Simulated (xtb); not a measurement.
Cl₂Mg, triplet, geometry from GFN2-xTB of the parent state (such geometries of metal compounds can be far from the true shape) (a higher spin typed on purpose: for a closed-shell molecule this is an excited state); GFN0-xTB (xtb).

Here is a job for xtb.
```
$ xtb mol.xyz --gfn 0 --chrg 0 --uhf 2 --json

# file mol.xyz
3

Mg     0.19399681     0.27820801     0.27282162
Cl     1.38743119     0.24793396    -1.48450411
Cl    -1.52437011    -0.44431609     1.29192414
```

What the program printed (banner, timings and long lists left out):

```
   ID    Z sym.   atoms
    1   12 Mg     1
    2   17 Cl     2, 3

           -------------------------------------------------
          |                Calculation Setup                |
           -------------------------------------------------

           -------------------------------------------------
          |                 G F N 0 - x T B                 |
           -------------------------------------------------

          ...................................................
          :                      SETUP                      :
          :.................................................:
          :  # basis functions                  30          :
          :  # atomic orbitals                  27          :
          :  # shells                            9          :
          :  # electrons                        16          :
          :  electronic temp.          300.0000000     K    :
          :  accuracy                    1.0000000          :
          :  -> integral cutoff          0.2500000E+02      :
          :  -> integral neglect         0.1000000E-07      :
          ...................................................

         :::::::::::::::::::::::::::::::::::::::::::::::::::::
         ::                     SUMMARY                     ::
         :::::::::::::::::::::::::::::::::::::::::::::::::::::
         :: total energy              -9.176897767837 Eh    ::
         :: gradient norm              0.049161149975 Eh/a0 ::
         :: HOMO-LUMO gap              3.674976379644 eV    ::
         ::.................................................::
         :: H0 energy                 -9.129102449554 Eh    ::
         :: repulsion energy           0.008679433901 Eh    ::
         :: electrostat energy        -0.055970376576 Eh    ::
         :: -> Gsolv                   0.000000000000 Eh    ::
         ::    -> Gsasa                0.000000000000 Eh    ::
         ::    -> Gshift               0.000000000000 Eh    ::
         :: dispersion energy         -0.000504375607 Eh    ::
         :: short-range corr.          0.000000000000 Eh    ::
         :: add. restraining           0.000000000000 Eh    ::
         :: total charge              -0.000000000000 e     ::
         :::::::::::::::::::::::::::::::::::::::::::::::::::::

           -------------------------------------------------
          |                Property Printout                |
           -------------------------------------------------

    * Orbital Energies and Occupations

         #    Occupation            Energy/Eh            Energy/eV
      -------------------------------------------------------------
         1        2.0000           -0.9722709             -26.4568
         2        2.0000           -0.9706318             -26.4122
         3        1.9999           -0.4608285             -12.5398
         4        1.9535           -0.4546574             -12.3719
         5        1.9376           -0.4543617             -12.3638
         6        1.8821           -0.4536988             -12.3458
         7        1.8523           -0.4534526             -12.3391
         8        1.3745           -0.4512998             -12.2805
         9        1.0000           -0.2371761              -6.4539 (HOMO)
        10                         -0.1021232              -2.7789 (LUMO)
        11                         -0.0937698              -2.5516
        12                         -0.0744655              -2.0263
        13                         -0.0738780              -2.0103
        14                         -0.0699063              -1.9022
        15                         -0.0687799              -1.8716
        16                         -0.0646256              -1.7586
        17                         -0.0646226              -1.7585
        18                         -0.0643460              -1.7509
        19                         -0.0635165              -1.7284
        20                         -0.0573658              -1.5610
       ...                                ...                  ...
        27                          0.9643119              26.2403
      -------------------------------------------------------------
                  HL-Gap            0.1350529 Eh            3.6750 eV
             Fermi-level            0.0000000 Eh            0.0000 eV

     #   Z          covCN         q      C6AA      α(0)
     1  12 Mg       1.465     0.354   104.092    25.804
     2  17 Cl       0.732    -0.177   102.507    15.474
     3  17 Cl       0.732    -0.177   102.507    15.474

 Mol. C6AA /au·bohr⁶  :        869.553810
 Mol. C8AA /au·bohr⁸  :      48151.275141
 Mol. α(0) /au        :         56.752585

Wiberg/Mayer (AO) data.
largest (>0.10) Wiberg bond orders for each atom

 ---------------------------------------------------------------------------
     #   Z sym  total        # sym  WBO       # sym  WBO       # sym  WBO
 ---------------------------------------------------------------------------
     1  12 Mg   0.578 --     2 Cl   0.289     3 Cl   0.289
     2  17 Cl   0.443 --     1 Mg   0.289     3 Cl   0.154
     3  17 Cl   0.443 --     1 Mg   0.289     2 Cl   0.154
 ---------------------------------------------------------------------------

 dipole moment from electron density (au)
     X       Y       Z
  -0.0145  -0.0208  -0.0204  total (Debye):    0.083

           -------------------------------------------------
          | TOTAL ENERGY               -9.176897767837 Eh   |
          | GRADIENT NORM               0.049161149975 Eh/α |
          | HOMO-LUMO GAP               3.674976379644 eV   |
           -------------------------------------------------

normal termination of xtb
```
